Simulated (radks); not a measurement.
Question: All-electron calculation, non-relativistic Kohn-Sham, exchange-only LDA, spin-polarised, spherical densities, point nucleus. Program: a radial shooting solver on a logarithmic mesh with Libxc functionals. Response by self-consistent Sternheimer equations with the Hartree and adiabatic exchange-only LDA kernel. For heavy and open-shell atoms this level of theory can miss by tens of per cent. Rank Xe6+, Cd, Sn2+, Sb3+, Cs7+, Ba8+, In+, I5+, Te4+ (NIST ground configurations) by static dipole polarisability, largest first.

Answer: Cd 57.58, In+ 27.27, Sn2+ 16.87, Sb3+ 11.69, Te4+ 8.645, I5+ 6.671, Xe6+ 5.308, Cs7+ 4.322, Ba8+ 3.585 bohr^3.
